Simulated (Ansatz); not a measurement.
A run for Ansatz (an electronic-structure program): U-B3LYP-D3(BJ)/def2-TZVP on GaAs, 2S+1 = 3.

Ansatz 0.2 input:
```yaml
crystal:
  periodic: [false, false, false]
  atoms:
    - {symbol: Ga, position_ang: [0.00000000, 0.00000000, 0.00000000]}
    - {symbol: As, position_ang: [0.00000000, 0.00000000, 2.28900000]}
basis:
  gaussian:
    orbitals: def2-TZVP
hamiltonian:
  xc: b3lyp
  dispersion: d3bj
magnetization: {spin_polarized: true, initial_magnetization: 2}
relax: {f_tol: 0.003, max_steps: 120}
```

Question: Give the final energy of this run.

Answer: -4160.7845 hartree.

Question: How many basis functions does it have, and what does it roughly cost on one machine?

Answer: 96 functions; roughly 40 core-seconds.
